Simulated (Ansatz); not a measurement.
## Energy profile

The step: GaH₂BrO₂ ([OH][Ga]([OH])[Br]) + H₂ → GaH₃O₂ ([OH][GaH][OH]) + HBr; bonds formed: Ga1–H6, Br2–H5; bonds broken: Ga1–Br2, H5–H6 (atoms numbered as in the saddle structure below).

| atom | x (Å) | y (Å) | z (Å) |
| --- | --- | --- | --- |
| Ga1 | -0.4130 | 0.0219 | 0.0918 |
| Br2 | 2.1346 | -0.7823 | -0.3018 |
| O3 | -1.4809 | -0.7763 | -1.0709 |
| O4 | -0.7861 | -0.0346 | 1.8199 |
| H5 | 1.3451 | 0.6460 | -0.4862 |
| H6 | 0.4488 | 1.3608 | -0.4601 |
| H7 | -1.1485 | -0.7722 | -1.9709 |
| H8 | -0.1000 | 0.3365 | 2.3780 |

Electronic energies by CCSD(T) at an estimated basis limit (MP2 extrapolated from triple and quadruple zeta, plus CCSD(T) − MP2 in triple zeta), on PBE0-D4/def2-TZVP structures; GaH4BrO2, closed shell; no counterpoise correction. Program: Ansatz 0.2.0. Basis: def2-TZVPP and def2-QZVPP. Cores are frozen in the correlated methods. Filled d shells of the heavier atoms are correlated. The def2 sets are not built for correlating such inner shells, so the correlated values are less sure here. Extrapolation: Hartree–Fock as exp(−7.88 √X), correlation as X^−2.97.

Question: Give the profile in kcal/mol, counted from the separated reactants. (To be estimated.)

Answer: The calculation gives:
```tsv
point	kcal/mol
separated: GaH2BrO2 (linked as [OH][Ga]([OH])[Br]; Ga1, Br2, O3, O4, H7, H8; singlet) + H2 (H5, H6; singlet)	0.00
start structure	-1.34
saddle	37.30
end structure	22.05
separated: GaH3O2 (linked as [OH][GaH][OH]; Ga1, O3, O4, H6, H7, H8; singlet) + HBr (Br2, H5; singlet)	25.69
```

The T1 diagnostic stays at or below 0.015.

For scale, one of the runs: CCSD(T)/def2-TZVPP, 214 basis functions, launched by `ansatz run in.yaml --threads 8 --pin off --events-out ev --progress --plain --max-ram 19148MiB`. The run took 30 s on 8 CPU threads of an AMD EPYC 9R45 (shared host), with 3.4 GiB of host memory at its peak.
